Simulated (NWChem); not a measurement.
# CH$_{7}$BGe; SMILES C[BH][GeH3]

```xyz
10

B     -0.6071     1.1128     0.0343
Ge     0.0556    -0.8571    -0.0213
H     -0.5002    -1.5705    -1.2849
H      1.5986    -1.0169    -0.0576
H     -0.4647    -1.6767     1.1901
H     -1.7875     1.2810     0.1622
C      0.3292     2.3597    -0.0190
H      0.4378     2.6738     1.0371
H     -0.1177     3.2223    -0.5293
H      1.3415     2.1892    -0.3985
```
Atoms are numbered in this order, from 1.

Computed with NWChem. Pople sets run with spherical d functions. The geometry was optimised at B3LYP/6-31G* (spherical d). Vzz is the largest principal value of the second derivative of the potential at the nucleus (NWChem prints the opposite sign); η is the asymmetry. Non-relativistic.

```csv
level,Vzz B1 (a.u.),η B1,Vzz Ge2 (a.u.),η Ge2,relative time
CAM-B3LYP/def2-SVP,0.562,0.12,-0.598,0.02,3
CAM-B3LYP/def2-TZVP,0.622,0.15,-0.620,0.04,10
PBE/6-31G*,0.525,0.17,-0.410,0.03,1
PBE/cc-pVTZ,0.585,0.18,-0.503,0.12,7
```

Times are rough ratios from one shared machine.
